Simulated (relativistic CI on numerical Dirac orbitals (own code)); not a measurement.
# Hyperfine structure of As IX, mass number 75

Calculated at this level of theory: Dirac-Coulomb-Breit CI, KLI orbitals optimised for each configuration, model QED (radiative potential, 1s self-energy scaled to tabulated hydrogen-like ionisation energies), unscaled Slater integrals (own radial code, finite nucleus).

Configuration list (outside the closed core [Ne]): 3s2 3p6 3d7, 3s2 3p5 3d8, 3s2 3p6 3d6 4s, 3s2 3p4 3d9, 3s 3p6 3d8, 3s2 3p6 3d6 4p, 3s2 3p6 3d5 4s2, 3s2 3p6 3d6 4d, 3s2 3p6 3d5 4s 4p, 3p6 3d9, 3s2 3p6 3d6 5s, 3s2 3p6 3d5 4p2, 3s2 3p6 3d6 4f, 3s2 3p6 3d6 5p, 3s2 3p6 3d6 5d, 3s2 3p5 3d7 4s. Levels of other configurations are missing.

Nuclear spin I = 3/2, μ = 1.4383 μN, Q = 0.311 b (tables of Stone and Pyykkö). The electronic factors are computed for point nuclear moments, without core polarisation or the Bohr-Weisskopf and QED corrections.

| Level | E (eV) | A (MHz) | B (MHz) |
| --- | --- | --- | --- |
| 3s2 3p6 3d7 4F_9/2 | 0.0000 | 1270 | 421 |
| 3s2 3p6 3d7 4F_7/2 | 0.5352 | 1374 | 291 |
| 3s2 3p6 3d7 4F_5/2 | 0.8885 | 1648 | 214 |
| 3s2 3p6 3d7 4F_3/2 | 1.1175 | 2661 | 208 |
| 3s2 3p6 3d7 4P_3/2 | 4.0030 | 1001 | 363 |
| 3s2 3p6 3d7 4P_5/2 | 4.0834 | 643 | -572 |
| 3s2 3p6 3d7 2G_9/2 | 4.3771 | 1612 | -324 |
| 3s2 3p6 3d7 4P_1/2 | 4.3987 | -1303 |  |

Levels with J = 0, under 50 % of one LS term, or S terms without an open s electron are left out. Small factors come from cancelling terms and can be off by tens of per cent or more.

At this charge configurations can still be misplaced by up to about 7 % of their energy. Terms inside the open d or f shell come out 10 to 20 % too wide with unscaled integrals.

Problem. Give the hyperfine levels of 3s2 3p6 3d7 4F_9/2 relative to its centre of gravity.

Solution. With K = F(F + 1) − I(I + 1) − J(J + 1), E = AK/2 + B[¾K(K + 1) − I(I + 1)J(J + 1)]/[2I(2I − 1)J(2J − 1)]: F = 3: -10290, F = 4: -5487, F = 5: 777.5, F = 6: 8680 MHz.
